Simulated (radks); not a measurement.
Effect of the nuclear size on neutral indium, [Kr] 4d10 5s2 5p1. All-electron calculation, Dirac Kohn-Sham, exchange-only LDA, spin-unpolarised, spherical densities, finite nucleus; open shells are shared between the two j in proportion to 2j + 1; Fermi nuclear charge, rms radius 4.6156 fm. Program: a radial shooting solver on a logarithmic mesh with Libxc functionals. The rms radius is varied about that value; shifts are against it.

[
 {"rms radius (fm)": "3.9556", "total energy shift (eV)": "-0.964", "density at nucleus (e/bohr^3)": "1.78e+05", "1s1/2 shift (meV)": "-405", "2s1/2 shift (meV)": "-45.9", "4p1/2 shift (meV)": "0.147", "5s1/2 shift (meV)": "-0.118"},
 {"rms radius (fm)": "4.4356", "total energy shift (eV)": "-0.275", "density at nucleus (e/bohr^3)": "1.75e+05", "1s1/2 shift (meV)": "-116", "2s1/2 shift (meV)": "-13.1", "4p1/2 shift (meV)": "0.042", "5s1/2 shift (meV)": "-0.034"},
 {"rms radius (fm)": "4.6156", "total energy shift (eV)": "0", "density at nucleus (e/bohr^3)": "1.74e+05", "1s1/2 shift (meV)": "0.000", "2s1/2 shift (meV)": "0.000", "4p1/2 shift (meV)": "0.000", "5s1/2 shift (meV)": "0.000"},
 {"rms radius (fm)": "5.0495", "total energy shift (eV)": "0.702", "density at nucleus (e/bohr^3)": "1.717e+05", "1s1/2 shift (meV)": "295", "2s1/2 shift (meV)": "33.5", "4p1/2 shift (meV)": "-0.107", "5s1/2 shift (meV)": "0.086"},
 {"rms radius (fm)": "5.4787", "total energy shift (eV)": "1.45", "density at nucleus (e/bohr^3)": "1.697e+05", "1s1/2 shift (meV)": "609", "2s1/2 shift (meV)": "69.1", "4p1/2 shift (meV)": "-0.220", "5s1/2 shift (meV)": "0.177"}
]

Slopes of the eigenvalues against <r^2> in GHz/fm^2, as finite differences over the two radii next to the reference (eigenvalue slopes, not the field-shift constants of lines): 1s1/2 17100, 2s1/2 1940, 4p1/2 -6.17, 5s1/2 4.96.
